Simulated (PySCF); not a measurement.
## Electron correlation in Lu⁺ (lutetium, charge +1)

[Xe] 4f14 5d2, high-spin 3F determinant (an excited configuration). Computed with PySCF 2.14 in ANO-RCC-VTZP (8s7p5d3f2g1h, 104 functions), with the spin-free X2C one-electron Hamiltonian (Gaussian nucleus). Frozen: [Ar] 3d10; 42 electrons correlated.

MP2 pair energies summed by pair of shells (mhartree):

```
 pair   energy  share (%)
4f-4f  -757.06       39.1
4d-4f  -314.04       16.2
4f-5p  -283.28       14.6
5p-5p  -102.89        5.3
4p-4f   -82.37        4.3
4d-4d   -69.32        3.6
4f-5s   -66.68        3.4
5p-5d   -40.61        2.1
4p-4d   -38.50        2.0
4f-5d   -34.61        1.8
4d-5p   -33.30        1.7
5s-5p   -29.55        1.5
4s-4f   -16.89        0.9
4d-5s   -14.91        0.8
4p-4p   -10.28        0.5
4s-4d    -8.92        0.5
5s-5s    -5.67        0.3
4p-5p    -5.17        0.3
5s-5d    -4.83        0.2
4s-4p    -4.67        0.2
5d-5d    -2.99        0.2
4d-5d    -2.57        0.1
4p-5s    -2.52        0.1
4s-4s    -0.96        0.0
4s-5p    -0.58        0.0
4p-5d    -0.35        0.0
4s-5s    -0.23        0.0
4s-5d    -0.05        0.0
```

Total MP2 correlation energy: -1933.8 mhartree.

Same-spin part -754.60 and opposite-spin part -1179.2 mhartree; SCS-MP2 scales them by 1/3 and 6/5 to -1666.6 mhartree.
